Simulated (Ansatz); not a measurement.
H₅PSi, charge -1, doublet, at a GFN2-xTB geometry (a state made from the parent by changing its charge; the spin is typed, not shown lowest) (a gas-phase anion, which may not be bound at this level); MP2/6-311G** run with Ansatz (a quantum-chemistry and plane-wave program).

Ansatz was given this input:
Ansatz 0.2 input:
```yaml
crystal:
  periodic: [false, false, false]
  atoms:
    - {symbol: Si, position_ang: [-1.11909809, -0.11289752, 0.02233081]}
    - {symbol: P, position_ang: [1.15602004, 0.15282726, -0.13415520]}
    - {symbol: H, position_ang: [-2.29260709, -0.93582205, -0.46776480]}
    - {symbol: H, position_ang: [-1.55723131, 1.25493495, -0.30971743]}
    - {symbol: H, position_ang: [-1.35069510, -0.26986853, 1.48176156]}
    - {symbol: H, position_ang: [1.36139732, -1.18560754, 0.15803934]}
    - {symbol: H, position_ang: [2.16620900, 0.42451950, 0.83737793]}
basis:
  gaussian:
    orbitals: 6-311G__.json
total_charge: -1
magnetization: {spin_polarized: true, initial_magnetization: 1}
correlation: {method: mp2, electrons: outside_noble_gas}
accuracy: high
```
The basis file holds 6-311G** in the JSON format of the Basis Set Exchange.

What the program printed (banner, timings and long lists left out):

```
Functional definition: HF
1598 factors; integrals over basis functions are off by at most 7.0e-9 eV
mean field evaluation 1: about -17210.1555 eV, gradient 1.0e1 eV
mean field evaluation 2: about -17210.1642 eV, gradient 1.0e1 eV
mean field evaluation 4: about -17211.4893 eV, gradient 1.6e0 eV
mean field evaluation 8: about -17211.5331 eV, gradient 3.5e-3 eV
mean field -17211.53307831 eV, -632.5121742318 hartree, gradient 6.1e-8 eV, S^2 0.772755; 0 other end points of the search recorded, 0 dependent functions left out
10 core orbitals not correlated
reference -17211.53307831 eV, -632.5121742318 hartree; 8, 7 occupied and 66, 67 virtual orbitals, 1598 factors
second order -6.76420539 eV of doubles, -0.00000000 eV of singles
Total energy: -17218.29728370 eV, -632.7607541948 hartree
```
